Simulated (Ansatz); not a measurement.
Geometry optimisation, RKS BLYP/def2-mTZVP (Ansatz 0.2.0).

Input:

```yaml
crystal:
  periodic: [false, false, false]
  atoms:
    - { symbol: Zn, position_ang: [-0.062562, -1.391123, 0.141449] }
    - { symbol: Br, position_ang: [0.291447, -1.364464, -2.219836] }
    - { symbol: O, position_ang: [-0.363762, -1.664991, 1.900398] }
    - { symbol: H, position_ang: [0.441814, 1.288073, -1.301233] }
    - { symbol: O, position_ang: [0.35849, 1.702652, -0.420491] }
    - { symbol: H, position_ang: [-0.226066, -0.832535, 2.395443] }
    - { symbol: H, position_ang: [-0.439361, 2.262389, -0.49573] }
basis:
  gaussian: { orbitals: def2-mTZVP }
hamiltonian:
  xc: blyp
relax:
  f_tol: 0.03
  max_steps: 50
```

Command:

```bash
$ ansatz run input.yaml --threads 4 --pin off --max-ram 5120MiB --backend cpu --events-out ev --progress --plain --runs-dir out
```

Question: Where does it end, and by what steps?

Answer: The run converged. The force dipped under the threshold on the way, but the program's further checks kept it going. After 10 steps the energy has fallen by 0.255 eV; H7 moved furthest, 0.63 Å.

```csv
step,energy less start (eV),largest force component (eV/Å),accepted
0,0.0000,1.010,yes
1,-0.0832,1.122,yes
2,-0.1720,0.558,yes
3,-0.1974,0.503,yes
4,-0.2331,0.442,yes
5,-0.2449,0.493,yes
6,-0.2516,0.128,yes
7,-0.2530,0.215,yes
8,-0.2545,0.086,yes
9,-0.2549,0.015,yes
10,-0.2551,0.015,yes
```

```xyz
7
Properties=species:S:1:pos:R:3
Zn -0.012 -1.009 -0.045
Br 0.368 -1.496 -2.271
O -0.513 -1.277 1.690
H 0.388 1.331 -1.284
O 0.318 1.253 -0.308
H -0.101 -0.611 2.276
H -0.448 1.809 -0.057
```

Run time: 28 s on 4 threads of Arm Neoverse N1, with other jobs on the host, peak memory 0.19 GiB.
